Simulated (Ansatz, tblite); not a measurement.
Cost and result up the ladder for (HMg-mu-Br)2 (Mg₂H₂Br₂) (6 atoms). The state is a singlet with charge 0. Geometry: PBE-D4/def2-SVP.

Cartesian coordinates in Å:
```
Mg 0.802 0.354 1.516
H 1.576 0.690 2.988
Br -1.525 0.949 0.585
Mg -0.802 -0.354 -1.516
H -1.582 -0.704 -2.982
Br 1.532 -0.935 -0.592
```

Ansatz on 4 threads of Arm Neoverse V2 on a shared host; xTB runs through tblite on one thread. Times are rough, summed over both states, and most runs start from the orbitals of an earlier one. PBE0-D4/def2-TZVP serves as the yardstick here, not as an exact answer. The other state is a triplet.

The xTB rows come from tblite.

xTB has no spin-polarisation term.

```json
{"level": "GFN1-xTB", "functions": "30", "wall time": "0.007 s"}
{"level": "GFN2-xTB", "functions": "38", "wall time": "0.014 s"}
{"level": "PBE-D4/def2-TZVP", "functions": "172", "wall time": "10 s"}
{"level": "r2SCAN-D4/def2-TZVP", "functions": "172", "wall time": "17 s"}
{"level": "PBE0-D4/def2-TZVP (with forces)", "functions": "172", "wall time": "20 s"}
```

(1) Estimate what each level gives for the vertical triplet (eV).

Answers

(1) 
```json
{"level": "GFN1-xTB", "vertical triplet (eV)": "4.99", "difference from PBE0-D4/def2-TZVP (eV)": "-0.29"}
{"level": "GFN2-xTB", "vertical triplet (eV)": "5.32", "difference from PBE0-D4/def2-TZVP (eV)": "0.03"}
{"level": "PBE-D4/def2-TZVP", "vertical triplet (eV)": "4.84", "difference from PBE0-D4/def2-TZVP (eV)": "-0.44"}
{"level": "r2SCAN-D4/def2-TZVP", "vertical triplet (eV)": "5.16", "difference from PBE0-D4/def2-TZVP (eV)": "-0.12"}
{"level": "PBE0-D4/def2-TZVP (with forces)", "vertical triplet (eV)": "5.28", "difference from PBE0-D4/def2-TZVP (eV)": "0.00"}
```
